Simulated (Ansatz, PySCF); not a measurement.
CH7F2NSi2, SMILES N[Si@H](F)C[SiH2]F. Atoms are numbered in the order given.

```xyz
13

N      1.4495    -0.5249    -0.8292
Si     1.1141     0.2411     0.6591
F      1.7151    -0.5509     1.9571
C     -0.7418     0.3203     0.8892
Si    -1.7347     0.1261    -0.6719
F     -1.3518    -1.3259    -1.3290
H      0.8733    -1.2929    -1.1594
H      2.3751    -0.5324    -1.2399
H      1.7784     1.5704     0.6778
H     -1.0058     1.2806     1.3657
H     -1.0405    -0.4711     1.5984
H     -3.1988     0.0885    -0.3947
H     -1.4343     1.1817    -1.6770
```

Coordinates come from a PBE0-D3(BJ)/def2-SVP optimisation. The structure was generated by enumeration; whether it is a known compound was not checked. Other conformers were not sampled.

Two levels are set side by side: PBE-D3(BJ)/def2-SVP (Ansatz, a quantum-chemistry and plane-wave program) and PBE0-D3(BJ)/def2-SVP (Ansatz). Each level has its own optimised geometry; the coordinates shown are those of the second. Frequencies come from the Hessian of PySCF at each geometry. Differences are taken from unrounded values.

```tsv
quantity	PBE0-D3(BJ)	PBE-D3(BJ)	PBE-D3(BJ) minus PBE0-D3(BJ)
mean bond length (Å)	1.451	1.463	0.012
bond N1–Si2 (Å)	1.707	1.721	0.014
bond Si2–F3 (Å)	1.635	1.651	0.016
bond Si2–C4 (Å)	1.872	1.885	0.014
bond C4–Si5 (Å)	1.860	1.872	0.012
bond Si5–F6 (Å)	1.639	1.655	0.016
bond N1–H7 (Å)	1.015	1.025	0.009
bond N1–H8 (Å)	1.013	1.022	0.009
bond Si2–H9 (Å)	1.486	1.497	0.011
bond C4–H10 (Å)	1.104	1.112	0.008
bond C4–H11 (Å)	1.104	1.111	0.007
bond Si5–H12 (Å)	1.491	1.503	0.012
bond Si5–H13 (Å)	1.488	1.499	0.011
highest harmonic wavenumber (cm⁻¹)	3716	3591	-125
mean harmonic wavenumber (cm⁻¹)	1148	1111	-37
zero-point energy (kcal/mol)	54.15	52.41	-1.75
```

GGA bonds tend to be longer and softer than those of functionals with exact exchange. Differences between two approximate levels are no errors against the true value.
